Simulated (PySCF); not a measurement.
Members of one series of related molecules.

All values: PBE0/def2-SVPD (PySCF) at PBE0-D3(BJ)/def2-SVP geometries, gas phase, one conformer each. Core orbitals are frozen in the response; Δα² is half the sum of the squared differences of the principal polarisabilities. The calculation is non-relativistic, for germanium too.

(1) Rank by vertical ionisation energy (ΔSCF), highest first.
A. `ClB(Cl)[C@H]1CSBS1`
B. `B1SC[C@H](C2=CC=CO2)S1`
C. `S1BS[C@H]([O][GeH3])C1`

(2) Rank by HOMO energy, lowest first.
A. `[C@H]1(CSBS1)[O][GeH3]`
B. `CCC[C@H]1CSBS1`
C. `ClB(Cl)[C@H]1CSBS1`
D. `B1SC[C@H](c2ccco2)S1`

(3) Rank by mean static polarisability, highest first.
A. `CC(C)O[C@H]1CSBS1`
B. `CCC[C@H]1CSBS1`
C. `B1SC[C@H](C2=CC=CO2)S1`
D. `[GeH3][O][C@@H]1CSBS1`
E. `ClB(Cl)[C@H]1CSBS1`

## Answers

(1) A (9.08 eV), C (8.87 eV), B (8.38 eV).

(2) C (-7.25 eV), A (-7.05 eV), B (-6.92 eV), D (-6.78 eV).

(3) C (18.50 Å³), A (17.61 Å³), E (17.08 Å³), B (16.59 Å³), D (16.22 Å³).

All values together:

```tsv
SMILES	formula	μ (D)	HOMO (eV)	LUMO (eV)	α (Å³)	Δα (Å³)	electrons	α per electron (Å³)	ΔSCF removal energy (eV)
[GeH3][O][C@@H]1CSBS1	C2H7BGeOS2	2.01	-7.05	-1.00	16.22	6.03	96	0.169	8.87
[SiH3]S[C@H]1CSBS1	C2H7BS3Si	0.95	-7.17	-1.18	18.39	6.62	86	0.214	8.84
CC(C)O[C@H]1CSBS1	C5H11BOS2	2.85	-6.94	-0.81	17.61	7.25	86	0.205	8.77
B1SC[C@H](c2ccco2)S1	C6H7BOS2	2.85	-6.78	-0.86	18.50	9.18	88	0.210	8.38
ClB(Cl)[C@H]1CSBS1	C2H4B2Cl2S2	1.45	-7.25	-1.99	17.08	6.06	92	0.186	9.08
CCC[C@H]1CSBS1	C5H11BS2	2.63	-6.92	-0.77	16.59	4.19	78	0.213	8.75
```

Conformers: `[GeH3:1][O:2][C@@H:3]1[CH2:4][S:5][BH:6][S:7]1` with Ge1–O2–C3–C4 79°, O2–C3–C4–S5 -168°, C3–C4–S5–B6 32°, C4–S5–B6–S7 -10°, S5–B6–S7–C3 -9°; `[SiH3:1][S:2][C@H:3]1[CH2:4][S:5][BH:6][S:7]1` with Si1–S2–C3–C4 -78°, S2–C3–C4–S5 169°, C3–C4–S5–B6 -31°, C4–S5–B6–S7 10°, S5–B6–S7–C3 9°; `[CH3:1][CH:2]([CH3:3])[O:4][C@H:5]1[CH2:6][S:7][BH:8][S:9]1` with C1–C2–O4–C5 93°, C2–O4–C5–C6 158°, O4–C5–C6–S7 167°, C5–C6–S7–B8 -32°, C6–S7–B8–S9 9°, S7–B8–S9–C5 10°; `[BH:1]1[S:2][CH2:3][C@H:4]([c:5]2[cH:6][cH:7][cH:8][o:9]2)[S:10]1` with C3–C4–C5–C6 132°, S10–B1–S2–C3 10°, B1–S2–C3–C4 -31°, S2–C3–C4–C5 166°, C3–C4–S10–B1 -30°; `[Cl:1][B:2]([Cl:3])[C@H:4]1[CH2:5][S:6][BH:7][S:8]1` with Cl1–B2–C4–C5 -29°, B2–C4–C5–S6 158°, C4–C5–S6–B7 -32°, C5–S6–B7–S8 11°, S6–B7–S8–C4 8°; `[CH3:1][CH2:2][CH2:3][C@H:4]1[CH2:5][S:6][BH:7][S:8]1` with C1–C2–C3–C4 178°, C2–C3–C4–C5 68°, C3–C4–C5–S6 79°, C4–C5–S6–B7 33°, C5–S6–B7–S8 -10°, S6–B7–S8–C4 -11°.

Q: How closely does the mean polarisability follow the number of electrons in this set?

A: The correlation coefficient is -0.17; α per electron runs from 0.169 to 0.214 Å³.
